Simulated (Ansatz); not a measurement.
`BC(C)F` → `BC` + `[CH]F` at 700 K and 1 bar (formal loss of a carbene).

Calculated with Ansatz (gas phase, PBE0-D4/def2-TZVP geometries, no zero-point term in ΔE). CBS: MP2 limit from def2 TZ/QZ plus the TZ coupled-cluster correction, frozen cores. This one scheme is used for every species.

| species | CCSD(T)/CBS energy (Eh) | H − E (kJ/mol) | S (J/(mol·K)) |
| --- | --- | --- | --- |
| `BC(C)F` | -204.26990 | 268.1 | 396.9 |
| `BC` | -65.83255 | 189.6 | 311.0 |
| `[CH]F` | -138.29972 | 58.3 | 255.7 |

H − E and S are ideal-gas, rigid-rotor, harmonic terms from PBE0-D4/def2-TZVP, for one conformer and one mirror image of each species. 1 Eh = 2625.50 kJ/mol, R = 8.31446 J/(mol·K).

Problem. By hand: ΔE, ΔH, ΔS and ΔG.

Solution. ΔE = (-65.83255) + (-138.29972) − (-204.26990) = 0.13763 Eh = 361.3 kJ/mol. Δ(H − E) = 189.6 + 58.3 − 268.1 = -20.2, so ΔH = 341.1 kJ/mol. ΔS = 311.0 + 255.7 − 396.9 = 169.8 J/(mol·K). ΔG = 341.1 − 700 × (169.8)/1000 = 222.2 kJ/mol.

Problem. By hand: the equilibrium constant, and the temperature at which ΔG would vanish if ΔH and ΔS stayed fixed.

Solution. log₁₀ K = −ΔG/(RT ln 10) = -16.6. ΔG = 0 at ΔH/ΔS = 2009 K.

The number of gas molecules changes by +1, which sets the sign of ΔS. A doubt of 5 kJ/mol in ΔE shifts log₁₀ K by 0.4 here. Other conformers and mirror images would add mixing entropy, several J/(mol·K) or more a flexible species. These are equilibria of isolated gas molecules and say nothing of rates. Largest T1 diagnostic: 0.018 (customary marks: 0.02 for closed shells, 0.045 for open ones).
